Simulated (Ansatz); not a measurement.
Molecule: C$_{2}$H$_{8}$PSi, net charge 0, doublet state. It need not be the lowest isomer of its formula. 
Geometry from a B3LYP-D3(BJ)/def2-TZVP (Ansatz, a first-principles code) optimisation:
SMILES: C[Si](C)P
```xyz
12

C     -1.9565     0.4776     0.1657
Si    -0.3614    -0.4094    -0.3042
C     -0.0179    -1.8222     0.8970
P      1.3130     1.1224    -0.4412
H     -2.1742     1.2930    -0.5250
H     -2.8025    -0.2124     0.1599
H     -1.8758     0.8996     1.1729
H     -0.8400    -2.5413     0.9006
H      0.8996    -2.3501     0.6356
H      0.0944    -1.4289     1.9125
H      1.5908     1.1426     0.9561
H      2.3191     0.1597    -0.7130
```
Charge 0, spin multiplicity 2.

Computed values are from Ansatz. Valence correlation only, unless marked. UHF or UKS for open shells. Spin-orbit coupling is left out. No relativistic terms. CBS(X,Y): correlation extrapolated as X^-3; Hartree-Fock from the larger set.

```json
{
 "atomisation energy De": "4058.0 kJ/mol at CCSD(T)/CBS(cc-pV(T+d)Z,cc-pV(Q+d)Z)",
 "total_energy": "-710.8952 Eh at CCSD(T)/CBS(cc-pV(T+d)Z,cc-pV(Q+d)Z)",
 "dipole_moment": "1.47 D at CCSD(T)/aug-cc-pV(D+d)Z",
 "T1 diagnostic": "0.013 at CCSD/cc-pV(Q+d)Z"
}
```
